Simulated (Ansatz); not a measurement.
`[GeH][Br]`, charge 0, multiplicity 1.

Give a relaxed structure at PBE0-D4/def2-TZVP (the Gaussian-basis code of Ansatz). (Estimate.)

The calculation gave: 
Cartesian coordinates in Å:
```
Ge -0.8153 -0.1371 -0.4010
Br 1.4259 0.4165 -0.7770
H -0.6106 -0.2794 1.1779
```
Point group Cs.
